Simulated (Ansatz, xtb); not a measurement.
# H11NSi4: 3 structures ranked

3 gas-phase structures of H11NSi4, from a drawn sample of its isomers (lower ones may exist). Each was relaxed with GFN2-xTB; where two conformers were screened, the lower at r2SCAN-D4/def2-SVP is listed:

A. `[SiH3][SiH2]N[SiH2][SiH3]`, a singlet
B. `[SiH3][SiH2]N([SiH3])[SiH3]`, a singlet
C. `[SiH3]N[SiH]([SiH3])[SiH3]`, a singlet

**Question.** Which do you expect lowest at r2SCAN-D4/def2-SVP, and how would the others follow?

**Answer.** Calculated order at r2SCAN-D4/def2-SVP: B (0.0), C (10.6), A (12.1) kcal/mol.

Energies above the lowest of each column, in kcal/mol; the last columns are at B3LYP/def2-SVP geometries:

```csv
structure,GFN2-xTB,HF/STO-3G,r2SCAN-D4/def2-SVP,B3LYP/def2-SVP,CCSD(T)/def2-SVP + ΔMP2/def2-TZVPP
B,0.0,0.0,0.0,0.0,0.0
C,25.3,7.2,10.6,9.6,12.9
A,25.8,7.4,12.1,10.0,14.3
```

Every level run on B puts it lowest or level with the lowest. Flexible structures stand in one conformer each, not always the lowest. ΔMP2 is the change of the MP2 energy from the smaller to the larger basis.

Programs: Ansatz 0.2.0, xtb 6.7.1.
